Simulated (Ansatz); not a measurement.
Born–Oppenheimer molecular dynamics of C$_{2}$H$_{5}$Sn (8 atoms, charge 1, multiplicity 1). It starts from a relaxed structure.

Theory: RKS PBE0/def2-SVP in Ansatz 0.2.0.

* ensemble: NVT, Langevin thermostat
* time step: 0.25 fs
* steps asked: 300
* set temperature: 100 K
* friction: 0.01 /fs
* seed: 241787

First frame:

```xyz
8
Properties=species:S:1:pos:R:3
C -0.987 0.389 -0.950
C 0.153 0.474 -1.381
Sn 0.372 -0.399 1.076
H -2.041 0.361 -0.697
H 1.128 0.579 -1.843
H -0.299 0.824 2.034
H 2.026 -0.300 0.722
H -0.352 -1.927 1.040
```

(1) How far do the bonds stretch over the last three quarters of this one trajectory? (Pairs bonded in most of those frames.)

Results:

(1) 
```
  bond  mean (Å)  spread (Å)  shortest  longest
 C1–C2     1.223       0.008      1.21     1.24
C1–Sn3     2.515       0.009      2.50     2.53
 C1–H4     1.086       0.012      1.06     1.11
C2–Sn3     2.662       0.011      2.64     2.68
 C2–H5     1.084       0.009      1.07     1.10
Sn3–H6     1.693       0.019      1.66     1.74
Sn3–H7     1.694       0.037      1.64     1.75
Sn3–H8     1.693       0.016      1.66     1.73
```

Mean temperature of the second half: 69 K. The mean temperature of the second half is 31 % below the set value. A run of 0.075 ps of so small a system gives no equilibrium averages. Limits of this set-up: the dipole of an ion depends on the origin.

Run time: 8.7 min on 1 thread of Intel(R) Xeon(R) 6975P-C (Granite Rapids), with other jobs on the host, peak memory 0.17 GiB.
